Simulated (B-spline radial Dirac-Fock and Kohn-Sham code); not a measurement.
The Zn-like isoelectronic sequence (30 electrons), Z = 30 to 38

Calculated with a radial finite-basis atomic code, using ΔSCF Dirac-Fock with Breit, self-energy and vacuum polarisation, finite nucleus, configuration average. Binding energies in eV, tabulated ground configurations ([Ar] 3d10 4s2 throughout). No correlation.

```
 ion       1s   2p3/2     3s  3d5/2  outermost level  NIST ionisation energy
  Zn   9666.6  1028.5  149.9  14.57        7.79 (4s)                9.394197
 Ga⁺  10385.6  1134.6  180.5  34.29       18.75 (4s)                20.51514
Ge²⁺  11134.6  1248.6  215.5  58.09       32.19 (4s)                 34.0576
As³⁺  11913.4  1370.3  254.3  85.59       47.84 (4s)            50.15 ± 0.06
Se⁴⁺  12721.9  1499.3  296.9  116.6       65.56 (4s)              68.3 ± 0.1
Br⁵⁺        ?       ?      ?      ?                ?                       ?
Kr⁶⁺  14428.3  1779.0  392.6  188.7       107.0 (4s)           109.13 ± 0.05
Rb⁷⁺  15326.4  1929.6  445.7  229.6       130.5 (4s)           132.79 ± 0.25
Sr⁸⁺  16254.6  2087.1  502.2  273.7       156.0 (4s)           158.33 ± 0.25
```

Q: Fill in the row of Br⁵⁺.

A: 1s 13560.2, 2p3/2 1635.6, 3s 343.0, 3d5/2 151.0, outermost 85.29 (4s), NIST 87.39 ± 0.025 eV.

NIST's values are for the lowest levels; a dash marks a value that is missing or belongs to another shell. Their kind here: measured, semi-empirical, theoretical.
